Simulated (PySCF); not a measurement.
Caution: the restricted solution is unstable towards spin-unrestricted or complex orbitals, so a lower solution exists and this singlet may not be the ground state.  The multiplicity is imposed and other spin states were not computed.

Cartesian coordinates (Å):
```xyz
5

Pd     0.4364     0.5582     0.4224
O      1.3349    -0.6431    -0.7086
H      0.9938    -0.5212    -1.6121
O     -1.3911     0.2506     0.7312
H     -1.4764    -0.5638     1.2575
```
Charge 0, multiplicity 1.

Question: Predict the total energy, HOMO–LUMO gap and dipole moment from TPSSh-D3(BJ)/def2-TZVP // r2SCAN-D4/def2-SVP (PySCF).

Answer: 
```
Property             Result
-------------  ------------
total energy   -279.5295 Ha
HOMO–LUMO gap       1.98 eV
dipole moment        0.71 D
```
